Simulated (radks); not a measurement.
Species: Ti. Configuration: [Ar] 3d2 4s2 (the NIST ground configuration). Method: Dirac Kohn-Sham, PBE, spin-unpolarised, spherical densities, finite nucleus; open shells are shared between the two j in proportion to 2j + 1; Fermi nuclear charge, rms radius 3.5921 fm; computed with a radial shooting solver on a logarithmic mesh with Libxc functionals.

Normalised radial functions P(r) = r R(r) (large component), r in bohr:

```
   r/bohr * 3s1/2, o 3p1/2, + 4s1/2 (the largest magnitude, 1.11, reaches the edge; | marks zero, & curves that meet)
  0.01011                             o+  *
  0.01158                             o+   *
  0.01326                             o+   *
   0.0152                             |o+   *
  0.01741                             |o+   *
  0.01995                             |o+    *
  0.02285                             |o+    *
  0.02618                             | &     *
     0.03                             | &     *
  0.03437                             | &     *
  0.03937                             | +o    *
  0.04511                             | + o  *
  0.05168                             | + o  *
  0.05921                             | +  o*
  0.06784                             |+  * o
  0.07772                             |+ *    o
  0.08904                             &        o
    0.102                           *+|         o
   0.1169                        *   +|          o
   0.1339                     *     + |           o
   0.1534                   *      +  |            o
   0.1744                 *        +  |            o
   0.1998               *         +   |           o
   0.2289               *         +   |          o
   0.2622                *         +  |        o
   0.3004                   *      +  |     o
   0.3442                       *    +| o
   0.3943                          o *+
   0.4517                     o       | +   *
   0.5175                o            |   +       *
   0.5929           o                 |    +            *
   0.6793       o                     |     +                *
   0.7783     o                       |     +                   *
   0.8917    o                        |     +                    *
    1.022     o                       |   +                     *
     1.17       o                     |+                    *
    1.341          o                + |                 *
    1.536              o         +    |             *
     1.76                  o  +       |        *
    2.016                  +  o       |     *
     2.31                +       o    |  *
    2.647               +          o  | *
    3.008               +           o |*
    3.446               +            o*
    3.948                 +           &
    4.524                   +         &
    5.183                     +       &
    5.938                       +     &
    6.803                         +   &
    7.794                           + &
    8.929                            +&
    10.23                            +&
    11.72                             &
```

3s1/2: eigenvalue -62.623 eV, 2 radial nodes at r = 0.0913, 0.400 bohr, <r> = 1.01 bohr, 90 % of the charge inside 1.51 bohr. 3p1/2: eigenvalue -39.293 eV, 1 radial node at r = 0.367 bohr, <r> = 1.08 bohr, 90 % of the charge inside 1.67 bohr. 4s1/2: eigenvalue -4.467 eV, 3 radial nodes at r = 0.0910, 0.390, 1.24 bohr, <r> = 3.51 bohr, 90 % of the charge inside 5.31 bohr.
